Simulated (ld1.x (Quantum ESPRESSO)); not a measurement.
## Yb, ultrasoft: configuration errors across variants

```json
{"Element": "ytterbium", "Generator": "ld1.x (Quantum ESPRESSO) 7.5", "Type": "ultrasoft", "Functional": "PBE", "Relativity": "scalar-relativistic", "Frozen core": "[Kr] 4d10 4f13", "Valence charge": "11", "Reference configuration": "5s2 5p6 5d1 6s2 6p0", "Partial waves": "5s (bound): rcut 1.70, rcutus 2.30 bohr; 6s (bound): rcut 1.70, rcutus 2.30 bohr; 5p (bound): rcut 1.85, rcutus 2.15 bohr; 6p (bound, empty): rcut 1.85, rcutus 2.15 bohr; 5d (bound): rcut 2.75, rcutus 3.15 bohr; 5d channel at 0.9 Ry: rcut 2.75, rcutus 3.15 bohr", "Local potential": "all-electron potential smoothed inside 2.00 bohr (lloc = -2)", "Core correction": "none", "Augmentation charge": "built from norm-conserving waves at rcut, not smoothed further"}
```

All-electron excitation energies from the reference (eV): (1) 5s2 5p6 5d1 6s1 6p0 7.255; (2) 5s2 5p6 5d1 6s0 6p0 20.360; (3) 5s2 5p6 5d0 6s0 6p0 40.323; (4) 5s2 5p6 5d2 6s1 6p0 2.822; (5) 5s2 5p5 5d1 6s2 6p0 36.361; (6) 5s2 5p6 5d1 6s1.5 6p0 2.940; (7) 5s2 5p6 5d1.5 6s1.5 6p0 1.386.

The overlap operator is not positive definite (basis up to 400 Ry) in “local potential all-electron potential smoothed inside 2.15 bohr (lloc = -1)”. Such files are unfit for use, however small their errors in these radial tests.

3 further variants failed, have other tests or another functional or relativity, and are left out.

The file “base” misses its own reference levels by 2.1 eV. The file “wave 5d channel at 0.9 Ry: rcut 2.75, rcutus 3.15 bohr becomes 5d channel at -0.2 Ry: rcut 2.75, rcutus 3.15 bohr” misses its own reference levels by 2.0 eV. The file “local potential all-electron potential smoothed inside 2.26 bohr (lloc = -2)” misses its own reference levels by 2.2 eV. The file “local potential all-electron potential smoothed inside 2.15 bohr (lloc = -1)” misses its own reference levels by 1.9 eV.

Errors AE − PS in meV (a dash: test not solved or not reliable):

```tsv
change	(1)	(2)	(3)	(4)	(5)	(6)	(7)	bound ghosts
base	+927	+2633	+2583	+1500	-2853	+387	+807	not determined
wave 5d channel at 0.9 Ry: rcut 2.75, rcutus 3.15 bohr becomes 5d channel at -0.2 Ry: rcut 2.75, rcutus 3.15 bohr	+946	+2704	+2573	+1492	-2532	+394	+798	not determined
local potential all-electron potential smoothed inside 2.26 bohr (lloc = -2)	+965	+2750	+2699	+1567	–	–	–	not determined
local potential all-electron potential smoothed inside 2.15 bohr (lloc = -1)	+873	+2466	+2411	+1394	-2863	+366	+750	not determined (overlap not positive)
```

**Question.** Give the same row for: type RRKJ; waves now 5s (bound): rc 2.30 bohr; 5p (bound): rc 2.15 bohr; 5d (bound): rc 3.15 bohr; local potential all-electron potential smoothed inside 2.15 bohr (lloc = -1).

**Answer.** +1289, +3327, +4683, +903, -387, +566, +470; bound ghosts: none.
